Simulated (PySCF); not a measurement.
Worked example: entropy of an ideal gas

B2ORh, SMILES [B][Rh-][B][O] (connectivity only; charge and spin as stated), charge -1, multiplicity 1.

The structure is a stationary point at B3LYP-D3(BJ)/def2-SVPD. The multiplicity is an assumed one; other spin states were not compared. The def2 effective core potentials stand for the cores of Rh; spin–orbit coupling is left out. One conformer was computed; it need not be the lowest.

B3LYP-D3(BJ)/def2-SVPD run with PySCF gives the harmonic wavenumbers 133, 321, 343, 406, 876, 1812 cm⁻¹ and the rotational temperatures 0.8564, 0.1351, 0.1167 K. The molar mass is 140.52 g/mol, the symmetry number 1, the spin multiplicity 1.

**Question.** Work out the entropy at 298.15 K and 1 atm in the rigid-rotor, harmonic-oscillator model.

**Answer.** 
Translation (Sackur–Tetrode at 1 atm): S = R[1.5 ln M + 2.5 ln T − 1.16487] = 170.4 J/(mol K).
Rotation: q = (√π/σ) T^1.5/√(θA θB θC) = 78500, S = R[ln q + 3/2] = 106.2 J/(mol K).
Vibration: with u = 1.4388 ν/T, each mode gives R[u/(e^u − 1) − ln(1 − e^−u)]:
| ν (cm⁻¹) | modes | u | S (J/(mol K)) |
|---|---|---|---|
| 133 | 1 | 0.64 | 12.14 |
| 321 | 1 | 1.55 | 5.46 |
| 343 | 1 | 1.66 | 5.01 |
| 406 | 1 | 1.96 | 3.94 |
| 876 | 1 | 4.23 | 0.64 |
| 1812 | 1 | 8.74 | 0.01 |
These are all the modes. Sum 27.2 J/(mol K).
Spin: R ln 1 = 0.0 J/(mol K).
Total 303.8 J/(mol K); the program's own thermochemistry gives 303.8. Translation makes up 56 % and vibration 9 %. Anharmonicity, hindered rotation and orbital degeneracy are left out.
